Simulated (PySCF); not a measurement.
Match the calculated data to a structure.

All candidates are C3H10O2SSi2.

* 13C NMR: chemical shifts (computed TMS as zero) by class: 233.1 (1 C), 49.7 (1 C), 37.4 (1 C) ppm [GIAO PBE0/pcSseg-1]
* Dipole: 2.15 D [PBE0/pcSseg-1]
* NMR, other nuclei: isotropic shieldings of nuclei other than C and H, by class: 53 (1 O), 340 (1 O), 387 (1 Si), 423 (1 Si), 24 (1 S) ppm [GIAO PBE0/pcSseg-1]
* 1H NMR: chemical shifts (computed TMS as zero) by class: 5.21 (2 H), 3.94 (2 H), 3.94 (3 H), 2.74 (3 H) ppm [GIAO PBE0/pcSseg-1]
* Rotational structure: rotational constants A, B, C: 3.190, 0.449, 0.415 GHz [GFN2-xTB]

Gas-phase values; electronic properties from PySCF, density fitting. Levels stand in brackets. The structure is a single GFN2-xTB conformer in the gas phase; no vibrational or solvent corrections. GFN2-xTB frequencies show an imaginary mode (22i cm⁻¹), so this geometry is no minimum at that level. NMR classes are plain means over equivalent atoms (diastereotopic ones count apart unless rotation or inversion swaps them), as if these changed places fast.

Question: Which candidate is it?
A. `CC(=S)O[SiH2]OC[SiH3]`
B. `CC(=O)[C@H]([SiH3])O[SiH2]S`
C. `CC(=S)O[SiH2]CO[SiH3]`

Answer: A. It is `CC(=S)O[SiH2]OC[SiH3]`. Numbering: `[CH3:1][C:2](=[S:3])[O:4][SiH2:5][O:6][CH2:7][SiH3:8]`. Its formula, C3H10O2SSi2, gives 1 degree of unsaturation: 0 rings and 1 π bond in the structure found. 3 carbons fall into 3 classes; from least to most shielded: thiocarbonyl carbon [C2] (233.1 ppm), sp3 carbon bound to oxygen [C7] (49.7 ppm), methyl carbon [C1] (37.4 ppm). Hydrogen classes from least to most shielded: 2 H on an oxygen-bound silicon, Si5 (5.21 ppm), 2 H on an sp3 carbon bound to oxygen, C7 (3.94 ppm), 3 H on an SiH3 silicon, Si8 (3.94 ppm), 3 H on a methyl carbon, C1 (2.74 ppm). The other shieldings belong to: 53 ppm, silyl ether oxygen [O4]; 340 ppm, silyl ether oxygen [O6]; 387 ppm, oxygen-bound silicon [Si5]; 423 ppm, SiH3 silicon [Si8]; 24 ppm, thiocarbonyl sulfur [S3]. The optimised geometry has point group C1 and is an asymmetric top.

The others, at the same levels:
- `CC(=O)[C@H]([SiH3])O[SiH2]S` fails: its computed 13C shifts are 217.3 (1 C), 78.5 (1 C), 25.9 (1 C) ppm, 1H shifts are 5.90 (1 H), 4.95 (1 H), 4.93 (1 H), 4.23 (3 H), 2.10 (3 H), 1.34 (1 H) ppm and rotational constant A is 1.603 GHz (against 3.190 GHz).
- `CC(=S)O[SiH2]CO[SiH3]` fails: its computed 13C shifts are 233.2 (1 C), 55.0 (1 C), 35.7 (1 C) ppm, 1H shifts are 5.05 (2 H), 4.87 (3 H), 3.86 (2 H), 2.78 (3 H) ppm and rotational constant A is 4.120 GHz (against 3.190 GHz).

Each candidate is one conformer, not necessarily the lowest. Dipoles, sizes and rotational constants follow the conformer. The torsions of the flexible species, by atom-mapped SMILES:
- `[CH3:1][C:2](=[S:3])[O:4][SiH2:5][O:6][CH2:7][SiH3:8]`: C1–C2–O4–Si5 180°, C2–O4–Si5–O6 180°, O4–Si5–O6–C7 177°, Si5–O6–C7–Si8 -127°
- `[CH3:1][C:2](=[O:3])[C@H:4]([SiH3:5])[O:6][SiH2:7][SH:8]`: C1–C2–C4–Si5 -75°, C2–C4–O6–Si7 13°, C4–O6–Si7–S8 68°, H–S8–Si7–O6 -94°
- `[CH3:1][C:2](=[S:3])[O:4][SiH2:5][CH2:6][O:7][SiH3:8]`: C1–C2–O4–Si5 179°, C2–O4–Si5–C6 180°, O4–Si5–C6–O7 179°, Si5–C6–O7–Si8 164°
